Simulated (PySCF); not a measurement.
Electron affinity of Ti by level of theory

Ti⁻ [Ar] 3d3 4s2 (4F) → Ti [Ar] 3d2 4s2 (3F), as a difference of total energies. All numbers are calculated (PySCF 2.14, no relativity, point nucleus, in def2-TZVPPD (6s6p4d2f1g, 67 functions)). Correlated levels: valence and next inner shell: [Ne] frozen. The calculations carry no spin-orbit coupling.

| method | electron affinity (eV) | plus first-order spin-orbit estimate | difference from reference of that sum (eV) |
| --- | --- | --- | --- |
| UHF | -1.220 | -1.227 | -1.303 |
| MP2 (valence and next inner shell) | -0.252 | -0.258 | -0.334 |
| SCS-MP2 (valence and next inner shell) | -0.649 | -0.655 | -0.731 |
| CCSD (valence and next inner shell) | -0.300 | -0.307 | -0.383 |
| CCSD(T) (valence and next inner shell) | -0.160 | -0.166 | -0.242 |

Reference: 0.076 eV (measured; photodetachment measurements, as compiled on the Wikipedia data page of electron affinities).

A first-order spin-orbit estimate (lowest level to lowest level, LS coupling) adds -0.007 eV.

These non-relativistic numbers lack the scalar-relativistic shift.

Errors of the correlated levels include the incompleteness of this basis and the frozen core.

A negative affinity means that the anion lies above the atom at that level of theory.

The coupled-cluster amplitudes are large for Ti⁻ (T1 above 0.03 or a double amplitude above 0.15), so a single reference is strained.
